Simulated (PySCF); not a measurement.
C2H9FSi2, SMILES F[Si@H]([SiH2]C)C. Coordinates come from a PBE0-D3(BJ)/def2-SVP optimisation. The structure was generated by enumeration; whether it is a known compound was not checked. The values are those of a single conformer.

Computed equilibrium geometry at PBE0-D3(BJ)/def2-SVP (PySCF confirms it by a frequency run) as Cartesian coordinates in Å (one conformer of several):
```xyz
14

C      2.1096    -1.5116     0.3153
Si     1.1668    -0.3118    -0.7970
Si    -0.6156     0.6478     0.3882
C     -1.8210    -0.6433     1.0005
F     -1.4156     1.6744    -0.6064
H      2.9477    -1.9717    -0.2301
H      1.4506    -2.3192     0.6692
H      2.5198    -0.9928     1.1952
H      2.0836     0.7593    -1.3010
H      0.6156    -1.0398    -1.9854
H     -0.1177     1.4617     1.5416
H     -1.3244    -1.3188     1.7158
H     -2.6743    -0.1726     1.5132
H     -2.2088    -1.2501     0.1681
```
